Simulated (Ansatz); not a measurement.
Input for Ansatz (a first-principles code): R-B97M-V/def2-TZVPP on C3H7NO (SMILES CN(C)C=O).

Ansatz 0.2 input:
```yaml
crystal:
  periodic: [false, false, false]
  atoms:
    - {symbol: C, position_ang: [1.36519110, 0.06950523, 0.05031815]}
    - {symbol: N, position_ang: [-0.07515736, 0.13704844, -0.04182342]}
    - {symbol: C, position_ang: [-0.82693042, -1.06601180, 0.25152908]}
    - {symbol: C, position_ang: [-0.71579261, 1.28236380, -0.38973514]}
    - {symbol: O, position_ang: [-1.91783575, 1.42101676, -0.48871875]}
    - {symbol: H, position_ang: [1.79374167, 1.04017412, -0.19647117]}
    - {symbol: H, position_ang: [1.68101563, -0.20204730, 1.06208731]}
    - {symbol: H, position_ang: [1.76789113, -0.67416085, -0.64387561]}
    - {symbol: H, position_ang: [-1.88469587, -0.84572044, 0.13619518]}
    - {symbol: H, position_ang: [-0.54571546, -1.87114328, -0.43306564]}
    - {symbol: H, position_ang: [-0.63386809, -1.39947165, 1.27503410]}
    - {symbol: H, position_ang: [-0.00774397, 2.10844697, -0.58157409]}
basis:
  gaussian:
    orbitals: def2-TZVPP
hamiltonian:
  xc: {name: B97M-V}
scf: {lower_state_search: off}
```

Output:

```
WARN ansatz: RAYON_NUM_THREADS=4 ignored (pool sized by the plan → 4); use --threads N
Functional definition: B97M-V
these checks for a lower state are left out or cut short: stability, starts, cluster_reference, orbital_swaps, neighbouring_geometries, increment
integrals: 0.17 GiB planned
1259 factors; their error is unknown
mean field: 1.47 GiB planned
mean field evaluation 1: about -6754.7587 eV, gradient 6.7e1 eV
mean field evaluation 2: about -6742.1773 eV, gradient 1.0e2 eV
mean field evaluation 4: about -6764.0432 eV, gradient 9.4e0 eV
mean field evaluation 8: about -6764.2358 eV, gradient 3.3e-1 eV
mean field evaluation 16: about -6764.2054 eV, gradient 3.1e-4 eV
mean field -6764.20540876 eV, -248.5799638290 hartree, gradient 8.2e-6 eV, S^2 0.000000; 0 other end points of the search recorded, 0 dependent functions left out
reference -6764.20546618 eV, -248.5799659391 hartree; 20, 20 occupied and 233, 233 virtual orbitals, 1259 factors
Total energy: -6764.20546618 eV, -248.5799659391 hartree
Checks for a lower state left out: stability, starts, cluster_reference, orbital_swaps, neighbouring_geometries, increment
```

The run converged.

Cost: roughly 13 core-seconds.
